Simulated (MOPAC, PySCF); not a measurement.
H$_{4}$O$_{2}$Si, SMILES `O[SiH2]O` (H–O–Si–O torsion -66°, O–Si–O–H torsion -66°), neutral singlet in the gas phase. 

Cartesian coordinates (Å):
```xyz
7

O     -0.7341    -0.8196     0.9452
Si     0.0759     0.3863     0.1800
O      0.5703    -0.0140    -1.3337
H     -1.5829    -1.0835     0.5869
H      1.2265     0.6618     1.0711
H     -0.7879     1.5709    -0.0307
H      1.2321    -0.7019    -1.4189
```
Charge 0, multiplicity 1.

All levels are single points at this geometry (PBE0-D4/def2-TZVP); Pople sets use spherical d functions. Orbital energies aren't observables, and empty levels follow the basis.

PBE0-D4/def2-TZVP in PySCF gives HOMO (eV) = -8.89.

Task: Estimate the HOMO (eV) from each of these levels: B3LYP/6-31G* in PySCF; B3LYP/LANL2DZ in PySCF; BP86/6-31G* in PySCF; SVWN5/6-31G* in PySCF; PM6 in MOPAC.

Result: 
```
level                   HOMO (eV)
----------------------  ---------
B3LYP/6-31G* in PySCF       -8.42
B3LYP/LANL2DZ in PySCF      -8.70
BP86/6-31G* in PySCF        -7.16
SVWN5/6-31G* in PySCF       -7.12
PM6 in MOPAC               -10.84
```
